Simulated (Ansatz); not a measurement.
Molecule: CH4Al, charge 0, multiplicity 2. It need not be the lowest isomer of its formula. SMILES: [CH3][AlH]
Coordinates optimised at B3LYP-D3(BJ)/def2-TZVP (Ansatz, a program for electronic structure):
```
C
H 1 1.0899
H 1 1.0956 2 108.34
H 1 1.0956 2 108.34 3 115.78
Al 1 1.9732 2 114.42 3 -122.11
H 5 1.6066 1 117.21 2 180.00
```
Charge 0, spin multiplicity 2.

Parts of the frozen-core correlation energy in 6-31G* (Ansatz, hartree). Frozen orbitals: 6; correlated occupied orbitals by spin: 6 and 5; virtual: 30 and 31. Open shells are spin-unrestricted. No spin-orbit coupling. Non-relativistic.

| term | value |
|---|---|
| reference (HF) | -282.05527 |
| MP2 opposite-spin | [?] |
| MP2 same-spin | -0.03494 |
| CCSD correlation | [?] |
| (T) | [?] |
| T1 diagnostic | 0.014 |
| largest doubles amplitude | 0.035 |
| <S^2> of the reference | 0.753 |

Fill in the missing entries.


- MP2 opposite-spin, value: -0.13720
- CCSD correlation, value: -0.19970
- (T), value: -0.00503
